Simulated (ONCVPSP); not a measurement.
# u(r) = r·R(r): atom against pseudo-atom (Cu)

Columns: radius, all-electron u(r) and pseudo u(r) of the 3d shell (level -10.18 eV) of copper in the configuration [Ne] 3s2 3p6 3d9 4s2; LDA (Perdew-Wang 92), non-relativistic, ONCV scheme, ONCVPSP 4.0.1.

| r (bohr) | all-electron | pseudo |
| --- | --- | --- |
| 0.050 | 0.0206 | 0.0059 |
| 0.100 | 0.1082 | 0.0423 |
| 0.150 | 0.2467 | 0.1228 |
| 0.200 | 0.4050 | 0.2467 |
| 0.250 | 0.5593 | 0.4094 |
| 0.300 | 0.6951 | 0.6007 |
| 0.350 | 0.8062 | 0.7926 |
| 0.400 | 0.8906 | 0.9435 |
| 0.450 | 0.9504 | 1.0269 |
| 0.500 | 0.9879 | 1.0473 |
| 0.550 | 1.0071 | 1.0363 |
| 0.600 | 1.0116 | 1.0199 |
| 0.650 | 1.0043 | 1.0054 |
| 0.700 | 0.9883 | 0.9883 |
| 0.750 | 0.9659 | 0.9659 |
| 0.800 | 0.9391 | 0.9391 |
| 0.850 | 0.9091 | 0.9091 |
| 0.900 | 0.8771 | 0.8771 |
| 0.950 | 0.8441 | 0.8441 |
| 1.000 | 0.8107 | 0.8107 |
| 1.050 | 0.7773 | 0.7773 |
| 1.100 | 0.7443 | 0.7443 |
| 1.150 | 0.7120 | 0.7120 |
| 1.200 | 0.6805 | 0.6805 |
| 1.250 | 0.6500 | 0.6500 |
| 1.300 | 0.6206 | 0.6206 |

(1) How many radial nodes do the two functions have?

(2) At about which radius was the pseudo-wave matched?

(3) Is the pseudo-wave norm-conserving?

Answers

(1) The all-electron 3d function has n − l − 1 = 0; the pseudo-wave has 0.

(2) 0.75 bohr, where the columns begin to agree (steps of 0.05 bohr).

(3) Yes: the ONCV scheme keeps the norm inside the radius equal to the all-electron one, which fixes the energy derivative of the logarithmic derivative at the level.
